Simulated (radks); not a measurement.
Values are calculated unless marked as measured or tabulated.
Problem. The mean radii <r> (bohr) of the occupied orbitals of an atom or ion are listed with their occupations. Code: a radial shooting solver on a logarithmic mesh with Libxc functionals. Model: scalar-relativistic Kohn-Sham, PBE, spin-polarised, spherical densities, finite nucleus; Fermi nuclear charge, rms radius of each element as measured or else 0.836 A^(1/3) + 0.57 fm.

| orbital | occ. | <r> |
|---|---|---|
| 1s | 2 | 0.02457 |
| 2s | 2 | 0.1052 |
| 2p | 6 | 0.09237 |
| 3s | 2 | 0.2787 |
| 3p | 6 | 0.2767 |
| 3d | 10 | 0.2536 |
| 4s | 2 | 0.6354 |
| 4p | 6 | 0.6719 |
| 4d | 10 | 0.7373 |
| 5s | 2 | 1.469 |
| 5p | 6 | 1.666 |
| 6s | 2 | 3.416 |

Name the element and its charge. Open shells, if any, are filled with parallel spins first.

Solution. Z = 58, cerium, charge +2: Ce2+ in [Xe] 6s2. The 1s radius gives Z: for a bare nucleus <r> = (2 gamma + 1)/(2Z) with gamma = sqrt(1 - (Z/c)^2), 0.02424 bohr for Z = 58, and screening makes it slightly larger (0.02457 here). The occupations add up to 56, and the charge is Z minus that.
